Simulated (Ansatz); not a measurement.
Computed with Ansatz on PBE0-D4/def2-TZVP structures; ΔE is electronic, products minus reactants. CCSD(T)/CBS is the MP2 limit (def2-TZVPP, def2-QZVPP) plus CCSD(T) − MP2 in def2-TZVPP, frozen cores. DFT in def2-TZVPP. B3LYP here is the variant with VWN-RPA as its local correlation; programs differ in this. Each species was taken in one conformer, which may not be the lowest.

Consider the ligand exchange at the Si–C bond: `C=CC[SiH3]` + `O=C([SiH3])S` → `O=C([SiH3])S[SiH3]` + `C=CC`.

Q: Is it downhill or uphill in electronic energy at CCSD(T)/CBS, and by how much? (Best estimate.)

A: Ansatz gave: Downhill: ΔE = -0.70 eV.

Q: What do these levels give: PBE, r2SCAN, B3LYP, CCSD/def2-TZVPP, HF/def2-QZVPP, CCSD/CBS(def2)? (Estimate.)

A: Ansatz gave: PBE -0.66, r2SCAN -0.69, B3LYP -0.65, CCSD/def2-TZVPP -0.67, HF/def2-QZVPP -0.69, CCSD/CBS(def2) -0.69 eV.

Largest T1 diagnostic among the species: 0.017.
